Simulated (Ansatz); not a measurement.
H$_{7}$N$_{3}$OSi, SMILES `N[Si](N)(N)O`. The species carries charge 0 and has multiplicity 1.

```tsv
atom	x (Å)	y (Å)	z (Å)
N1	0.1780	-1.5054	-0.6212
Si2	0.0557	-0.0042	0.1796
N3	1.5033	0.8221	-0.1821
N4	-1.4975	0.5595	-0.2989
O5	0.0533	0.0734	1.8286
H6	1.0509	-2.0054	-0.6193
H7	-0.6122	-2.1243	-0.6877
H8	1.8085	0.9617	-1.1292
H9	1.8541	1.5279	0.4421
H10	-1.7643	0.4949	-1.2683
H11	-1.8647	1.4020	0.1138
H12	-0.7651	-0.2022	2.2427
```

What are the harmonic wavenumbers in cm⁻¹ at PBE0-D4/def2-TZVP (Ansatz, finite differences of forces, unscaled)? (Estimate.)

The calculation gave: 192, 231, 249, 274, 302, 326, 344, 351, 403, 423, 439, 476, 748, 774, 817, 837, 850, 874, 966, 978, 1572, 1577, 1585, 3602, 3619, 3629, 3694, 3717, 3728, 3932.

Is this a minimum?

Yes, all 30 modes are real.

Give the ideal-gas thermochemistry at 298.15 K and 1 bar (rigid rotor, harmonic oscillator; point group C1, symmetry number 1).

Zero-point energy 248.3 kJ/mol; H(298) − E = 271.9 kJ/mol; entropy 347.3 J/(mol·K), of which translation 165.4, rotation 109.9, vibration 72.1; G(298) − E = 168.3 kJ/mol.

And at 400, 500, 600, 800 and 1000 K?


```tsv
T (K)	H − E (kJ/mol)	S (J/mol/K)	G − E (kJ/mol)
400	286.7	389.9	130.7
500	303.2	426.5	89.9
600	321.0	459.0	45.6
800	359.6	514.5	-52.0
1000	401.2	560.9	-159.6
```
